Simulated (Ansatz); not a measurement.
An input meant for the cluster Rb₆ (charge 0, singlet; atoms displaced at random, 0.03 Å in each coordinate).

```yaml
crystal:
  periodic: [false, false, false]
  atoms:
    - {symbol: Rb, position_ang: [-2.050841, 0.376405, -3.508700]}
    - {symbol: Rb, position_ang: [3.083113, 1.748528, 2.149050]}
    - {symbol: Rb, position_ang: [-0.612538, -0.937640, 4.001796]}
    - {symbol: Rb, position_ang: [-3.676012, -1.660608, 0.758124]}
    - {symbol: Rb, position_ang: [-3.726012, -1.960608, 0.458124]}
    - {symbol: Rb, position_ang: [0.948462, -1.691466, -0.486872]}
basis:
  gaussian: {orbitals: STO-3G, final_grid: {core_spheres: 8, valence_spheres: 7, degree: 23}}
hamiltonian: {xc: {name: wB97X-V}}
scf: {lower_state_search: off}
output: {forces: true}
```

```sh
$ ansatz run in.yaml --threads 2 --pin off --events-out ev --progress --plain --max-ram 4352MiB
```

Output, abridged:

```
Functional definition: wB97X-V
1271 factors; integrals over basis functions are off by at most 1.4e-4 eV
299 factors; integrals over basis functions are off by at most 8.4e-7 eV
mean field evaluation 1: about -470955.8070 eV, gradient 1.4e2 eV
mean field evaluation 2: about -470973.2138 eV, gradient 8.5e0 eV
mean field evaluation 4: about -470973.4906 eV, gradient 9.0e-1 eV
mean field evaluation 8: about -470973.7896 eV, gradient 8.4e-2 eV
mean field evaluation 16: about -470973.7903 eV, gradient 1.2e-4 eV
a density is far from that of the atoms, so the factors are made again for it
1334 factors; integrals over basis functions are off by at most 8.7e-5 eV
302 factors; integrals over basis functions are off by at most 8.4e-7 eV
mean field -470973.78904009 eV, -17307.9675097233 hartree, gradient 1.1e-6 eV, S^2 0.000000; 0 other end points of the search recorded, 0 dependent functions left out
reference -470973.78903760 eV, -17307.9675096316 hartree; 111, 111 occupied and 21, 21 virtual orbitals, 1334 factors
Total energy: -470973.78903760 eV, -17307.9675096316 hartree
Atom 0 at    -2.050841     0.376405    -3.508700 Å, force    -0.129814    -0.762330     1.037264 eV/Å
Atom 1 at     3.083113     1.748528     2.149050 Å, force    -0.976894    -1.230140    -0.477389 eV/Å
Atom 2 at    -0.612538    -0.937640     4.001796 Å, force    -0.382648     0.197184    -1.596198 eV/Å
Atom 3 at    -3.676012    -1.660608     0.758124 Å, force  3027.958308 18168.411839 18173.280685 eV/Å
Atom 4 at    -3.726012    -1.960608     0.458124 Å, force -3025.998682 -18167.592357 -18173.133811 eV/Å
Atom 5 at     0.948462    -1.691466    -0.486872 Å, force    -0.470271     0.975803     0.889449 eV/Å
Dipole moment:     3.945376     1.866041    -1.204016 e Å
Checks for a lower state left out: stability, starts, cluster_reference, orbital_swaps, neighbouring_geometries, increment
```

In this input one atom was put on top of another. The run converged. The result belongs to that input, not to the species as meant.

The restricted singlet is unstable towards broken spin symmetry in Hartree–Fock (as tested in another run); at RKS ωB97X-V/STO-3G this wasn't settled.
